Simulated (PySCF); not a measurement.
C4H4N, SMILES C1C=C[N]C=1 (connectivity only; charge and spin as stated), charge -1, multiplicity 1. The structure is a stationary point at B3LYP-D3(BJ)/def2-SVPD. The spin state was assumed, not searched. The isomer is the one that the SMILES or the coordinates give; other isomers of the formula were not compared.

Level of theory: B3LYP-D3(BJ)/def2-SVPD (PySCF).

Harmonic wavenumbers (cm⁻¹): 629, 651, 683, 692, 765, 792, 879, 894, 1006, 1020, 1098, 1191, 1232, 1313, 1396, 1454, 1468, 3118, 3123, 3149, 3170. Rotational constants (GHz): 9.526, 9.216, 4.684; symmetry number 2.

**Question.** Work out the zero-point energy and the ideal-gas rigid-rotor harmonic-oscillator thermochemistry at 298.15 K and 1 atm.

**Answer.** ZPE = ½ Σ hcν = ½ × 29721 cm⁻¹ = 177.77 kJ/mol. H − E(el) = 190.20 kJ/mol. Entropy in J/(mol K): translation 161.01, rotation 95.38, vibration 10.68, total 267.07. G − E(el) = 110.57 kJ/mol. Cp = 66.07 J/(mol K).
